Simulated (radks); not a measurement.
Results of a calculation; reference values are marked as such.
Sm LXI, 2 electrons, occupied as 1s1.75 2p0.25 (fractional occupations, a model configuration). Level of theory: scalar-relativistic Kohn-Sham, LDA (Slater exchange, Perdew-Wang correlation), spin-polarised, spherical densities, finite nucleus; open shells are filled with parallel spins first (spin-orbit coupling, left out, can overturn this in heavy ions); Fermi nuclear charge, rms radius 5.0819 fm (a radial shooting solver on a logarithmic mesh with Libxc functionals).

Radial electron density D(r) = 4 pi r^2 rho(r):

```
   r/bohr * D(r) (the largest magnitude, 61.7, reaches the edge; | marks zero)
 0.000891 | *
 0.001071 |  *
 0.001287 |   *
 0.001547 |    *
 0.001875 |      *
 0.002254 |        *
 0.002709 |           *
 0.003256 |              *
 0.003946 |                   *
 0.004743 |                        *
 0.005701 |                              *
 0.006853 |                                    *
 0.008237 |                                          *
 0.009981 |                                                *
    0.012 |                                                    *
  0.01442 |                                                      *
  0.01733 |                                                    *
    0.021 |                                               *
  0.02525 |                                       *
  0.03035 |                             *
  0.03648 |                    *
   0.0442 |            *
  0.05312 |      *
  0.06386 |   *
  0.07676 |  *
    0.093 | *
   0.1118 |*
   0.1344 |*
   0.1615 *
   0.1957 *
   0.2352 *
   0.2828 *
```

D(r) has 1 maximum, at r = 0.0145 bohr.
